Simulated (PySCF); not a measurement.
Job for PySCF: R-M06-2X/6-31G* on CH8OSi (a complex), monomers drawn apart or pushed together.

```python
from pyscf import gto, scf, dft, mp
from pyscf.data.elements import chemcore

mol = gto.M(
    atom='''
    C     0.02095984   -0.15893327    0.04741754
    H    -0.12485718    0.64920731    0.76244845
    H    -0.36763534   -1.08751784    0.46417311
    H    -0.50721132    0.07055819   -0.87726647
    H     1.08409483   -0.27439189   -0.16105996
    O    -0.01043120    1.26058062    3.08000881
    Si   -0.09577321   -0.32042553    3.55908768
    H     0.76316720    1.77217803    3.32780025
    H     1.02292570   -1.12203059    3.00588706
    H    -1.38198472   -0.82824130    3.04534032
    H    -0.05921363   -0.43928020    5.03810771
    ''',
    basis='6-31g*',
    cart=True,
    charge=0, spin=0, verbose=3, max_memory=1800)
mf = dft.RKS(mol, xc='m062x')
mf.conv_tol = 1e-8
mf.max_cycle = 100
mf.kernel()
if not mf.converged:
    mf = mf.newton().run(mf.mo_coeff, mf.mo_occ)
```

Task: Predict the final total energy.

Result: -407.5420 hartree.
